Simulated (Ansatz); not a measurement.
```yaml
crystal:
  periodic: [false, false, false]
  atoms:
    - {symbol: C, position_ang: [-0.616136, 0.770444, -0.499395]}
    - {symbol: Ge, position_ang: [0.811580, -0.256546, -0.127890]}
    - {symbol: O, position_ang: [0.147258, -1.627411, 0.502707]}
    - {symbol: H, position_ang: [-0.321782, 1.663080, -0.849584]}
    - {symbol: H, position_ang: [-1.147820, 0.900060, 0.343411]}
    - {symbol: H, position_ang: [-1.192318, 0.319495, -1.184719]}
    - {symbol: H, position_ang: [1.657904, 0.329113, 0.877647]}
    - {symbol: H, position_ang: [0.746045, -2.150858, 0.886487]}
basis:
  gaussian: {orbitals: aug-pcseg-2, point_charges: [{charge: 1.00, position_ang: [6.253, 0.990, -0.463]}]}
magnetization: {spin_polarized: true, initial_magnetization: 3}
hamiltonian: {xc: {name: B97M-V}}
```

```sh
$ ansatz run in.yaml --threads 4 --pin off --events-out ev --progress --plain --max-ram 10444MiB
```

It prints (some lines left out):

```
Functional definition: B97M-V
1139 factors; their error is unknown
mean field evaluation 1: about -59654.1218 eV, gradient 5.4e1 eV
mean field evaluation 2: about -59623.3614 eV, gradient 9.4e1 eV
mean field evaluation 4: about -59663.3007 eV, gradient 2.5e1 eV
mean field evaluation 8: about -59666.3323 eV, gradient 3.5e0 eV
mean field evaluation 16: about -59666.5685 eV, gradient 1.5e0 eV
mean field evaluation 32: about -59666.5680 eV, gradient 1.3e-5 eV
a density is far from that of the atoms, so the factors are made again for it
1727 factors; integrals over basis functions are off by at most 6.2e-4 eV
mean field -59666.56769531 eV, -2192.7059193505 hartree, gradient 2.0e-5 eV, S^2 3.754454; 0 other end points of the search recorded, 0 dependent functions left out
reference -59666.56782842 eV, -2192.7059242423 hartree; 27, 24 occupied and 239, 242 virtual orbitals, 1727 factors
Total energy: -59666.56782842 eV, -2192.7059242423 hartree
```

Hardware: 4 threads of an AMD EPYC 9R45 on a shared host. Wall time 46 s, peak host memory 1.4 GiB.
